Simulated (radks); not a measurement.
Problem. Coherent X-ray form factor from a spherical all-electron density. All-electron calculation, Dirac Kohn-Sham, PBE, spin-unpolarised, spherical densities, point nucleus. Program: a radial shooting solver on a logarithmic mesh with Libxc functionals.

sin(theta)/lambda (1/angstrom),f0 (electrons)
0.05,64.685
0.1,61.732
0.15,58.376
0.2,54.941
0.25,51.488
0.3,48.130
0.4,42.085
0.5,37.081
0.6,32.924
0.8,26.398
1,21.767
1.25,18.050
1.5,15.680
2,12.135

The species is in the configuration that NIST lists as its ground one. Which atom or ion scatters so?

Solution. Neutral dysprosium, [Xe] 4f10 6s2. Extrapolating in s^2 from the first two rows gives f0(0) = 65.7, near the electron count 66; among species with that count, the fall with angle is slower the higher Z, and the table is that of Z = 66; from so few rows the species is fixed only to a neighbour or two.
